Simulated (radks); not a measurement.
Values are calculated unless marked as measured or tabulated.
Problem. Numerical settings for neutral molybdenum, [Kr] 4d5 5s1. Code: a radial shooting solver on a logarithmic mesh with Libxc functionals. Model: non-relativistic Kohn-Sham, LDA (Slater exchange, Perdew-Wang correlation), spin-unpolarised, spherical densities, point nucleus; relativity is left out, which matters for an element this heavy. The defaults (mesh step 0.008 in ln r, mesh end at 40 bohr or more with all orbitals vanishing there, Anderson mixing 0.5 over 9 steps, residual threshold near 1e-9 with the energy settled to 1e-9 hartree or 1e-11 of itself, here a cap of 52 iterations) give E = -3972.9964 hartree and 5s at -4.026 eV in 13 iterations. Run on one thread of a shared host, so times are rough (Arm Neoverse V1): 0.1 s of CPU time, 0.1 s wall, 13 iterations on 2725 mesh points. One setting is changed at a time: mesh step in ln r 0.03; mesh step in ln r 0.02; mesh step in ln r 0.2; mesh end (bohr) 2; mesh end (bohr) 12; residual threshold 1e-13; residual threshold 0.1; mixing 0.2; linear mixing, mixing 0.05; linear mixing, mixing 0.2; mixing history 3; iteration cap 3. Which runs fail to converge, and which converge to a wrong energy?

Solution. Not converged within the cap: mesh step in ln r 0.2; linear mixing, mixing 0.05; linear mixing, mixing 0.2; iteration cap 3. Settled on a wrong energy, with an occupied level pushed above zero by the early mesh end: mesh end (bohr) 2 (+14 hartree). Apart from these: no run marked as converged misses the energy by more than 1 mhartree.
